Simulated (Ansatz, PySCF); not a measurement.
Gas-phase reaction in SMILES: NB(F)F + 3 [H][H] (H2) -> B (BH3) + 2 F (HF) + N (NH3)
Each molecule is optimised on its own at B3LYP-D3(BJ)/def2-TZVP (Ansatz, a program for electronic structure), one conformer each, not searched for the lowest.

Wanted: energy of full hydrogenation (enthalpy at 298 K, with B3LYP-D3(BJ) rigid-rotor harmonic-oscillator terms from PySCF), in kJ/mol. Cores are frozen in the correlated levels unless marked. No spin-orbit coupling. Non-relativistic. CBS marks a two-point X^-3 extrapolation of the correlation energy; Hartree-Fock from the larger set. The bracket is a focal-point correction in the basis named.

| level | program | energy of full hydrogenation (kJ/mol) |
|---|---|---|
| HF-D4/def2-TZVPD | PySCF + dftd4 | [?] |
| PBE-D3(BJ)/def2-TZVPD | Ansatz + dftd3 | 395.1 |
| r2SCAN-D3(BJ)/def2-TZVPD | Ansatz + dftd3 | 420.9 |
| B3LYP-D4/def2-TZVPD | Ansatz + dftd4 | 402.0 |
| B3LYP/def2-TZVPD | Ansatz | 395.4 |
| CAM-B3LYP-D3(BJ)/def2-TZVPD | Ansatz + dftd3 | 404.0 |
| CAM-B3LYP/def2-TZVPD | Ansatz | 402.1 |
| B2GP-PLYP-D3(BJ)/def2-TZVPD | Ansatz + dftd3 | [?] |
| PBE-QIDH/def2-TZVPD | Ansatz | 396.4 |
| SCS-MP2/6-31G* | Ansatz | 486.6 |
| SCS-MP2/aug-cc-pVDZ | Ansatz | 334.6 |
| CCSD/cc-pVDZ | Ansatz | [?] |
| RI-MP2/CBS(aug-cc-pVTZ,aug-cc-pVQZ)+[CCSD(T)-MP2]/aug-cc-pVTZ | Ansatz | 390.0 |

Problem. What belongs in the gaps?

Solution. 
- HF-D4/def2-TZVPD, energy of full hydrogenation (kJ/mol): 397.4
- B2GP-PLYP-D3(BJ)/def2-TZVPD, energy of full hydrogenation (kJ/mol): 402.6
- CCSD/cc-pVDZ, energy of full hydrogenation (kJ/mol): 395.7
